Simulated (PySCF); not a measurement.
Numbering as in the mapped SMILES `[F:1][GeH2:2][C:3]#[C:4][SiH3:5]`. Hydrogens are named by the atom that carries them.

Geometry: PBE0-D3(BJ)/def2-SVP; GIAO shifts from PySCF 2.14, gas phase, non-relativistic, averaged over equivalent atoms.

At PBE0/pcSseg-1 (141 basis functions, 11 s wall time on 1 thread of an x86-64 server CPU, shared host):
| atoms | δ (ppm) |
| --- | --- |
| F1 | -232.9 |
| Ge2 | -59.1 |
| C3 | 117.0 |
| C4 | 113.8 |
| Si5 | -95.4 |
| H(Ge2) | 5.42 |
| H(Si5) | 4.22 |

δ = σ(ref) − σ, references computed at the same level: $^{19}$F (177.25 ppm) vs CFCl3; GeMe4 for $^{73}$Ge (1330.28 ppm); TMS for $^{13}$C (184.41 ppm), $^{29}$Si (351.99 ppm), $^{1}$H (31.27 ppm).

Q: Estimate the result of repeating the calculation with PBE/pcSseg-2.

A: 
```json
{"atoms": "F1", "δ at PBE/pcSseg-2": "-255.6", "change": "-22.7"}
{"atoms": "Ge2", "δ at PBE/pcSseg-2": "-62.9", "change": "-3.8"}
{"atoms": "C3", "δ at PBE/pcSseg-2": "119.3", "change": "+2.3"}
{"atoms": "C4", "δ at PBE/pcSseg-2": "113.4", "change": "-0.4"}
{"atoms": "Si5", "δ at PBE/pcSseg-2": "-103.3", "change": "-7.9"}
{"atoms": "H(Ge2)", "δ at PBE/pcSseg-2": "5.73", "change": "+0.31"}
{"atoms": "H(Si5)", "δ at PBE/pcSseg-2": "4.32", "change": "+0.10"}
```

Shifts are taken against calculated references (same method and geometry level): CFCl3 for $^{19}$F (142.93 ppm); GeMe4 for $^{73}$Ge (1269.89 ppm); TMS for $^{13}$C (179.39 ppm), $^{29}$Si (323.43 ppm), $^{1}$H (31.18 ppm).

The largest change is at F1 (fluorine bonded to Ge). Cost: 284 basis functions, 37 s wall time on 1 thread of an x86-64 server CPU, shared host.

Relativistic effects, spin–orbit coupling among them, are left out; they matter for Ge and for the light atoms bonded to it. Unscaled 19F shifts against computed CFCl3 carry errors that often reach 10 to 50 ppm.
